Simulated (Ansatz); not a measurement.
Ansatz (a first-principles code) input (MP2/6-31G*):

Ansatz 0.2 input:
```yaml
crystal:
  periodic: [false, false, false]
  atoms:
    - {symbol: C, position_ang: [1.61440100, 1.13498500, 0.19390100]}
    - {symbol: C, position_ang: [0.52885900, 0.34092100, 0.18506100]}
    - {symbol: C, position_ang: [-0.49906400, -0.32674900, -0.15482200]}
    - {symbol: O, position_ang: [-1.48709800, -1.00911300, -0.32174300]}
    - {symbol: H, position_ang: [2.03161100, 1.17796000, 1.22910300]}
basis:
  gaussian:
    orbitals: 6-31G*
total_charge: -1
magnetization: {spin_polarized: false}
correlation: {method: mp2, electrons: outside_noble_gas}
relax: {f_tol: 0.003, max_steps: 120}
```

Output:

```
Functional definition: HF
these checks for a lower state are left out or cut short: cluster_reference
integrals: 0.02 GiB planned
652 factors; integrals over basis functions are off by at most 5.1e-4 eV
mean field: 0.10 GiB planned
mean field evaluation 1: about -5137.5311 eV, gradient 3.0e1 eV
mean field evaluation 2: about -5137.5323 eV, gradient 3.0e1 eV
mean field evaluation 4: about -5140.1505 eV, gradient 3.9e0 eV
mean field evaluation 8: about -5140.2390 eV, gradient 2.7e-1 eV
mean field evaluation 16: about -5140.2391 eV, gradient 2.9e-1 eV
mean field -5140.23946058 eV, -188.9003159969 hartree, gradient 1.9e-6 eV, S^2 0.000000; 1 other end points of the search recorded, 0 dependent functions left out; unrestricted orbitals would lower it
4 core orbitals not correlated
reference -5140.23946058 eV, -188.9003159969 hartree; 10, 10 occupied and 48, 48 virtual orbitals, 652 factors
densities: 0.09 GiB planned
second order -14.79594004 eV of doubles, -0.00000000 eV of singles
the calculation of the forces begins
relax step   1: F+E_penalty+E_count = -5155.03540063 eV  Δ(F+E_penalty+E_count) = +0.000e0 eV  max|allowed force component| = 1.184e0 eV/Å  Δτ_max = 0.0000 Å  (60 SCF iters, accepted)
these checks for a lower state are left out or cut short: starts, cluster_reference, orbital_swaps, neighbouring_geometries, increment
integrals: 0.02 GiB planned
652 factors; integrals over basis functions are off by at most 5.2e-4 eV
mean field: 0.10 GiB planned
mean field -5140.19578978 eV, -188.8987111247 hartree, gradient 2.7e-6 eV, S^2 0.000000; 0 other end points of the search recorded, 0 dependent functions left out; unrestricted orbitals would lower it
4 core orbitals not correlated
reference -5140.19578978 eV, -188.8987111247 hartree; 10, 10 occupied and 48, 48 virtual orbitals, 652 factors
densities: 0.09 GiB planned
second order -14.86315064 eV of doubles, -0.00000000 eV of singles
the calculation of the forces begins
relax step   2: F+E_penalty+E_count = -5155.05894042 eV  Δ(F+E_penalty+E_count) = -2.354e-2 eV  max|allowed force component| = 2.870e-1 eV/Å  Δτ_max = 0.0186 Å  (38 SCF iters, accepted)
these checks for a lower state are left out or cut short: starts, cluster_reference, orbital_swaps, neighbouring_geometries, increment
integrals: 0.02 GiB planned
652 factors; integrals over basis functions are off by at most 5.2e-4 eV
mean field: 0.10 GiB planned
mean field evaluation 32: about -5140.1790 eV, gradient 2.2e-2 eV
mean field -5140.17897038 eV, -188.8980930231 hartree, gradient 2.4e-6 eV, S^2 0.000000; 0 other end points of the search recorded, 0 dependent functions left out; unrestricted orbitals would lower it
4 core orbitals not correlated
reference -5140.17897038 eV, -188.8980930231 hartree; 10, 10 occupied and 48, 48 virtual orbitals, 652 factors
densities: 0.09 GiB planned
second order -14.88338828 eV of doubles, -0.00000000 eV of singles
the calculation of the forces begins
relax step   3: F+E_penalty+E_count = -5155.06235867 eV  Δ(F+E_penalty+E_count) = -3.418e-3 eV  max|allowed force component| = 2.206e-1 eV/Å  Δτ_max = 0.0075 Å  (39 SCF iters, accepted)
these checks for a lower state are left out or cut short: starts, cluster_reference, orbital_swaps, neighbouring_geometries, increment
integrals: 0.02 GiB planned
652 factors; integrals over basis functions are off by at most 5.2e-4 eV
mean field: 0.10 GiB planned
mean field -5140.16476505 eV, -188.8975709868 hartree, gradient 2.6e-6 eV, S^2 0.000000; 0 other end points of the search recorded, 0 dependent functions left out; unrestricted orbitals would lower it
4 core orbitals not correlated
reference -5140.16476505 eV, -188.8975709868 hartree; 10, 10 occupied and 48, 48 virtual orbitals, 652 factors
densities: 0.09 GiB planned
second order -14.90500094 eV of doubles, -0.00000000 eV of singles
the calculation of the forces begins
relax step   4: F+E_penalty+E_count = -5155.06976599 eV  Δ(F+E_penalty+E_count) = -7.407e-3 eV  max|allowed force component| = 3.423e-1 eV/Å  Δτ_max = 0.0363 Å  (40 SCF iters, accepted)
these checks for a lower state are left out or cut short: starts, cluster_reference, orbital_swaps, neighbouring_geometries, increment
integrals: 0.02 GiB planned
652 factors; integrals over basis functions are off by at most 5.2e-4 eV
mean field: 0.10 GiB planned
mean field -5140.09090131 eV, -188.8948565445 hartree, gradient 2.8e-6 eV, S^2 0.000000; 0 other end points of the search recorded, 0 dependent functions left out; unrestricted orbitals would lower it
4 core orbitals not correlated
reference -5140.09090131 eV, -188.8948565445 hartree; 10, 10 occupied and 48, 48 virtual orbitals, 652 factors
densities: 0.09 GiB planned
second order -14.98610206 eV of doubles, -0.00000000 eV of singles
the calculation of the forces begins
relax step   5: F+E_penalty+E_count = -5155.07700337 eV  Δ(F+E_penalty+E_count) = -7.237e-3 eV  max|allowed force component| = 2.997e-1 eV/Å  Δτ_max = 0.0790 Å  (40 SCF iters, accepted)
these checks for a lower state are left out or cut short: starts, cluster_reference, orbital_swaps, neighbouring_geometries, increment
integrals: 0.02 GiB planned
652 factors; integrals over basis functions are off by at most 5.2e-4 eV
mean field: 0.10 GiB planned
mean field evaluation 64: about -5140.1108 eV, gradient 1.1e-5 eV
mean field -5140.11076650 eV, -188.8955865767 hartree, gradient 2.1e-6 eV, S^2 0.000000; 0 other end points of the search recorded, 0 dependent functions left out; unrestricted orbitals would lower it
4 core orbitals not correlated
reference -5140.11076650 eV, -188.8955865767 hartree; 10, 10 occupied and 48, 48 virtual orbitals, 652 factors
densities: 0.09 GiB planned
second order -14.96878374 eV of doubles, -0.00000000 eV of singles
the calculation of the forces begins
relax step   6: F+E_penalty+E_count = -5155.07955024 eV  Δ(F+E_penalty+E_count) = -2.547e-3 eV  max|allowed force component| = 9.459e-2 eV/Å  Δτ_max = 0.0148 Å  (42 SCF iters, accepted)
these checks for a lower state are left out or cut short: starts, cluster_reference, orbital_swaps, neighbouring_geometries, increment
integrals: 0.02 GiB planned
652 factors; integrals over basis functions are off by at most 5.1e-4 eV
mean field: 0.10 GiB planned
mean field -5140.11245997 eV, -188.8956488105 hartree, gradient 1.8e-6 eV, S^2 0.000000; 0 other end points of the search recorded, 0 dependent functions left out; unrestricted orbitals would lower it
4 core orbitals not correlated
reference -5140.11245997 eV, -188.8956488105 hartree; 10, 10 occupied and 48, 48 virtual orbitals, 652 factors
densities: 0.09 GiB planned
second order -14.96801361 eV of doubles, -0.00000000 eV of singles
the calculation of the forces begins
relax step   7: F+E_penalty+E_count = -5155.08047358 eV  Δ(F+E_penalty+E_count) = -9.233e-4 eV  max|allowed force component| = 2.603e-2 eV/Å  Δτ_max = 0.0083 Å  (39 SCF iters, accepted)
these checks for a lower state are left out or cut short: starts, cluster_reference, orbital_swaps, neighbouring_geometries, increment
integrals: 0.02 GiB planned
652 factors; integrals over basis functions are off by at most 5.1e-4 eV
mean field: 0.10 GiB planned
mean field -5140.10696813 eV, -188.8954469893 hartree, gradient 1.7e-6 eV, S^2 0.000000; 0 other end points of the search recorded, 0 dependent functions left out; unrestricted orbitals would lower it
4 core orbitals not correlated
reference -5140.10696813 eV, -188.8954469893 hartree; 10, 10 occupied and 48, 48 virtual orbitals, 652 factors
densities: 0.09 GiB planned
second order -14.97356061 eV of doubles, -0.00000000 eV of singles
the calculation of the forces begins
relax step   8: F+E_penalty+E_count = -5155.08052874 eV  Δ(F+E_penalty+E_count) = -5.517e-5 eV  max|allowed force component| = 1.330e-2 eV/Å  Δτ_max = 0.0035 Å  (40 SCF iters, accepted)
these checks for a lower state are left out or cut short: starts, cluster_reference, orbital_swaps, neighbouring_geometries, increment
integrals: 0.02 GiB planned
652 factors; integrals over basis functions are off by at most 5.1e-4 eV
mean field: 0.10 GiB planned
mean field evaluation 96: about -5140.1078 eV, gradient 1.0e-6 eV
mean field -5140.10777486 eV, -188.8954766359 hartree, gradient 1.0e-6 eV, S^2 0.000000; 0 other end points of the search recorded, 0 dependent functions left out; unrestricted orbitals would lower it
4 core orbitals not correlated
reference -5140.10777486 eV, -188.8954766359 hartree; 10, 10 occupied and 48, 48 virtual orbitals, 652 factors
densities: 0.09 GiB planned
second order -14.97275721 eV of doubles, -0.00000000 eV of singles
the calculation of the forces begins
relax step   9: F+E_penalty+E_count = -5155.08053207 eV  Δ(F+E_penalty+E_count) = -3.330e-6 eV  max|allowed force component| = 3.233e-3 eV/Å  Δτ_max = 0.0010 Å  (38 SCF iters, accepted)
these checks for a lower state are left out or cut short: starts, cluster_reference, orbital_swaps, neighbouring_geometries, increment
integrals: 0.02 GiB planned
652 factors; integrals over basis functions are off by at most 5.1e-4 eV
mean field: 0.10 GiB planned
mean field -5140.10771995 eV, -188.8954746178 hartree, gradient 2.1e-6 eV, S^2 0.000000; 0 other end points of the search recorded, 0 dependent functions left out
4 core orbitals not correlated
reference -5140.10771995 eV, -188.8954746178 hartree; 10, 10 occupied and 48, 48 virtual orbitals, 652 factors
densities: 0.09 GiB planned
second order -14.97281281 eV of doubles, -0.00000000 eV of singles
the calculation of the forces begins
relax step  10: F+E_penalty+E_count = -5155.08053276 eV  Δ(F+E_penalty+E_count) = -6.833e-7 eV  max|allowed force component| = 2.038e-3 eV/Å  Δτ_max = 0.0002 Å  (35 SCF iters, accepted)
these checks for a lower state are left out or cut short: cluster_reference
integrals: 0.02 GiB planned
652 factors; integrals over basis functions are off by at most 5.1e-4 eV
mean field: 0.10 GiB planned
mean field -5140.10771995 eV, -188.8954746178 hartree, gradient 2.1e-6 eV, S^2 0.000000; 2 other end points of the search recorded, 0 dependent functions left out; unrestricted orbitals would lower it
4 core orbitals not correlated
reference -5140.10771995 eV, -188.8954746178 hartree; 10, 10 occupied and 48, 48 virtual orbitals, 652 factors
densities: 0.09 GiB planned
second order -14.97281281 eV of doubles, -0.00000000 eV of singles
the calculation of the forces begins
mean field evaluation 128: about -5140.1077 eV, gradient 2.1e-6 eV
Total energy: -5155.08053276 eV, -189.4457153397 hartree
Atom 0 at     1.602815     1.129854     0.180647 Å, force     0.000588     0.000339     0.000362 eV/Å
Atom 1 at     0.523128     0.308849     0.294723 Å, force     0.000923     0.000555     0.000478 eV/Å
Atom 2 at    -0.502590    -0.318663    -0.196822 Å, force    -0.002038    -0.001321    -0.000685 eV/Å
Atom 3 at    -1.502103    -1.012991    -0.349794 Å, force     0.000505     0.000354     0.000064 eV/Å
Atom 4 at     2.067459     1.210955     1.202745 Å, force     0.000023     0.000072    -0.000219 eV/Å
Dipole moment:    -0.384668    -0.318597     0.143314 e Å
Checks for a lower state left out: cluster_reference
```

The dipole moment of an ion depends on the origin.

The geometry given is a B3LYP-D3(BJ)/def2-TZVP minimum.
